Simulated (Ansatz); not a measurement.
Species: C$_{2}$HO, net charge -1, singlet state. It need not be the lowest isomer of its formula. Whether it binds its extra electron was not tested at this geometry. 
Coordinates optimised at B3LYP-D3(BJ)/def2-TZVP (Ansatz, a quantum-chemistry and plane-wave program):
SMILES: [C-]#CO
```xyz
4

C      1.4717    -0.1374    -0.1602
C      0.2459    -0.0051    -0.0364
O     -1.1061     0.1802     0.0791
H     -1.4565    -0.5864     0.5470
```
Charge -1, spin multiplicity 1.

Parts of the frozen-core correlation energy in STO-3G (Ansatz, hartree). Frozen orbitals: 3; correlated occupied orbitals by spin: 8 and 8; virtual: 5 and 5. No spin-orbit coupling. Non-relativistic.

| term | value |
|---|---|
| reference (HF) | -148.89854 |
| MP2 opposite-spin | -0.13397 |
| MP2 same-spin | -0.03735 |
| CCSD correlation | -0.18873 |
| (T) | -0.00353 |
| FCI minus CCSD(T) | -0.00198 |
| T1 diagnostic | 0.012 |
| largest doubles amplitude | 0.132 |
